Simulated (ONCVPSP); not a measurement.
Scattering properties, ONCV potential for titanium (Ti)

Ti, optimised norm-conserving Vanderbilt (ONCV), made with ONCVPSP 4.0.1 (PBE, scalar-relativistic). Core [Ne], reference 3s2 3p6 3d2 4s1.75 4p0.25. Waves: 3s+4s: rc 1.85 bohr, ncon 3, nbas 8, qcut 8.5 1/bohr, 2 projectors; 3p+4p: rc 1.65 bohr, ncon 5, nbas 8, qcut 8.1 1/bohr, 2 projectors; 3d: rc 2.50 bohr, ncon 4, nbas 8, qcut 6.7 1/bohr, 1 projector. Local part: polynomial inside 1.45 bohr (lpopt 5, dvloc0 0 Ha). Core correction: polynomial model core, fcfact 0.65.

The phase is arctan(r·R′/R) of the radial function R(r), unwrapped; energies in Ha, scanned from -4 to 5 Ha. A pole is an energy at which the radial function vanishes at the test radius. The pseudo phase is shifted by a multiple of π to meet the all-electron one at the reference energy, and phase errors are pseudo minus all-electron; the curves can meet again beyond the range given. Levels narrower than the energy grid can be missing from the lists of poles.

```
channel  radius (bohr)  reference energy (Ha)  poles, all-electron  poles, pseudo  unbroken range about the reference energy with phases within 0.05 rad  phase error 1 Ha above the reference energy (rad)
      s           1.88                  -0.17          -2.12, 4.12    -2.12, 4.09                                                        the whole range                                             -0.000
      p           1.68                  -0.06                -0.91          -0.91                                                        the whole range                                             -0.000
      d           2.54                  -0.17          -0.01, 2.46    -0.01, 3.32                                                              below 0.3                                             +0.530
```

Phases in the d channel:

```json
{"E (Ha)": "-3.98", "all-electron": "1.409", "pseudo": "1.409"}
{"E (Ha)": "-3.50", "all-electron": "1.396", "pseudo": "1.396"}
{"E (Ha)": "-3.02", "all-electron": "1.381", "pseudo": "1.381"}
{"E (Ha)": "-2.54", "all-electron": "1.360", "pseudo": "1.360"}
{"E (Ha)": "-2.06", "all-electron": "1.331", "pseudo": "1.331"}
{"E (Ha)": "-1.58", "all-electron": "1.286", "pseudo": "1.287"}
{"E (Ha)": "-1.10", "all-electron": "1.204", "pseudo": "1.207"}
{"E (Ha)": "-0.62", "all-electron": "0.960", "pseudo": "0.969"}
{"E (Ha)": "-0.14", "all-electron": "-1.276", "pseudo": "-1.276"}
{"E (Ha)": "0.34", "all-electron": "-1.974", "pseudo": "-1.921"}
{"E (Ha)": "0.82", "all-electron": "-3.209", "pseudo": "-2.694"}
{"E (Ha)": "1.30", "all-electron": "-4.325", "pseudo": "-4.061"}
{"E (Ha)": "1.78", "all-electron": "-4.567", "pseudo": "-4.442"}
{"E (Ha)": "2.26", "all-electron": "-4.677", "pseudo": "-4.578"}
{"E (Ha)": "2.74", "all-electron": "-4.758", "pseudo": "-4.652"}
{"E (Ha)": "3.22", "all-electron": "-4.853", "pseudo": "-4.703"}
{"E (Ha)": "3.70", "all-electron": "-5.058", "pseudo": "-4.748"}
{"E (Ha)": "4.18", "all-electron": "-6.361", "pseudo": "-4.795"}
{"E (Ha)": "4.66", "all-electron": "-7.515", "pseudo": "-4.858"}
```
